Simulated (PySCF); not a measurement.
Computed shifts of a molecule C₂H₅NOSi, PBE0/pcSseg-1 in PySCF, GIAO, gas phase, atoms alike by connectivity averaged where their shifts nearly agree, in ppm (number of nuclei): ²⁹Si: -41.4 (1). ¹³C: 129.2 (1), 0.0 (1). ¹⁵N: 40.0 (1). ¹H: 5.13 (2), 0.71 (3). References: ²⁹Si against TMS (σ = 352.7 ppm); ¹³C against TMS (σ = 186.3 ppm); ¹⁵N against NH3 (σ = 267.4 ppm); ¹⁷O against H2O (σ = 334.2 ppm); ¹H against TMS (σ = 31.56 ppm), references at their B3LYP-D3(BJ)/def2-TZVP geometries, non-relativistic. Geometry: ωB97X-D3(BJ)/def2-SVP. The values are those of a single conformer.

**Question.** Which structure fits?
A) O[Si@@H]1C=NC1
B) O=C/N=C/[SiH3]
C) N#CC[SiH2]O
D) C[SiH2]N=C=O

**Answer.** D, C[SiH2]N=C=O
